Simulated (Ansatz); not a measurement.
Reaction (ligand exchange at the Si–C bond): `C[SiH2][CH2][GeH3]` + `OB(O)O` → `C[SiH2]OB(O)O` + `[CH3][GeH3]`

Isolated molecules relaxed with PBE0-D4/def2-TZVP in Ansatz; ΔE leaves out vibrations. CCSD(T)/CBS is the MP2 limit (def2-TZVPP, def2-QZVPP) plus CCSD(T) − MP2 in def2-TZVPP, frozen cores. This one scheme is used for every species. Functionals use def2-TZVPP. For Ge outer-core shells are correlated without core-valence functions, which leaves a few kJ/mol of doubt a bond. Scalar relativity is left out up to krypton. Each species was taken in one conformer, which may not be the lowest.

| level | ΔE (eV) |
| --- | --- |
| r2SCAN | -0.99 |
| SCS-MP2/def2-QZVPP | -1.02 |

Problem. What does CCSD(T)/CBS give? (Best estimate.)

Solution. Computed: -0.96 eV. The listed levels differ from it by -0.03, -0.06 eV.

Largest T1 diagnostic among the species: 0.012.

In def2-TZVPP, CCSD(T) changes the Hartree–Fock value by +0.23 eV (the triples alone add +0.03 eV) and MP2 by +0.23 eV. The D4 term adds +0.04 eV with B3LYP and +0.02 eV with PBE0; it sums over pairs of atoms, weighted by their polarisabilities, and B3LYP, whose exchange is more repulsive, gets the larger term.

B3LYP here is the variant with VWN-RPA as its local correlation; programs differ in this.
